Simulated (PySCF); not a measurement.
**Excitation energy of Sn⁺ by level of theory**

Sn⁺ [Kr] 4d10 5s2 5p1 (2P) → Sn⁺ [Kr] 4d10 5s2 6s1 (2S), as a difference of total energies. Calculation: PySCF 2.14, in aug-cc-pwCVTZ-DK3 (10s9p7d4f1g, 109 functions); the spin-free X2C one-electron Hamiltonian (Gaussian nucleus). Correlated levels: valence: [Kr] 4d10 frozen; valence and next inner shell: [Ar] 3d10 frozen. The calculations carry no spin-orbit coupling.

```
                                method  excitation energy (cm⁻¹)
                                   UHF                     52918
                                   LDA                     53437
                                   PBE                     52217
                                  PBE0                     53182
                                r2SCAN                     54616
                             BHandHLYP                     54168
                                  BP86                     53035
                                  TPSS                     52726
                         MP2 (valence)                     52892
                     SCS-MP2 (valence)                     53050
    MP2 (valence and next inner shell)                     52913
SCS-MP2 (valence and next inner shell)                     52820
```

Errors of the correlated levels include the incompleteness of this basis and the frozen core.

Q: Which method comes closest to the reference value, and which is furthest?

A: The reference is 54052 cm⁻¹ (measured; NIST levels, between the centres of gravity of the two terms). Closest: BHandHLYP (error 116.10 cm⁻¹); furthest: PBE (error -1834.7 cm⁻¹).
